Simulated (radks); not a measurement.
All-electron atom: Al V in [He] 2s2 2p5.

All-electron calculation, scalar-relativistic Kohn-Sham, PBE, spin-unpolarised, spherical densities, point nucleus. Program: a radial shooting solver on a logarithmic mesh with Libxc functionals.

Energy parts (eV):
| part | energy |
|---|---|
| total | -6429.219 |
| kinetic | 6443.602 |
| electron-nucleus | -14753.817 |
| Hartree | 2332.093 |
| exchange-correlation | -451.098 |

Orbitals (lengths in bohr, moments of r in powers of bohr; r(max) is where P^2 peaks):
| orbital | occ. | eigenvalue (eV) | r(max) |
|---|---|---|---|
| 1s | 2 | -1590.650 | 0.07834 |
| 2s | 2 | -176.3152 | 0.4877 |
| 2p | 5 | -138.6746 | 0.4158 |

The highest occupied level is 2p at -138.67 eV. The density falls to 0.001 e/bohr^3 at r = 1.84 bohr. Summed over all electrons, <r^2> = 2.909 bohr^2, which gives a Langevin (diamagnetic) susceptibility term of -2.3 x 10^-6 cm^3/mol.
